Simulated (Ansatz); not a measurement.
A trace of molecular dynamics of C2H8BN (12 atoms, charge 0, multiplicity 1).

Computed with RKS B3LYP-D4/6-31G in Ansatz.

```json
{"ensemble": "NVE (velocity Verlet)", "starting velocities drawn for": "400 K", "seed": "374458"}
```

```csv
time (fs),T (K),potential energy less start (eV),conserved less start (meV/atom)
0,400,0.000,0.00
6,204,0.770,43.08
12,499,1.314,120.08
18,669,4.040,365.66
24,464,4.375,371.50
30,4179,3.839,726.99
36,1069461,14.275,116345.32
42,1064852,20.296,116350.55
48,1063904,21.611,116357.98
54,1064515,20.917,116365.97
60,1064716,21.272,116417.23
66,1064648,21.105,116396.02
72,1082440,29.163,118984.02
78,1081198,29.590,118885.79
84,1080132,31.234,118907.90
90,1079575,31.930,118906.01
96,1079810,31.845,118924.17
102,1081058,32.892,119145.82
108,1080609,33.319,119133.13
114,1082212,31.692,119170.23
120,1082259,32.844,119271.22
```

Task: Is this trajectory sound?

Result: The conserved energy changed by up to 120000 meV per atom, so the integration failed: the time step of 3 fs is too long for the fastest motions that this run met, and the later frames carry no physical meaning.

The run took 2.7 min on 1 thread of Arm Neoverse V1, on a shared host, peak memory 0.14 GiB.
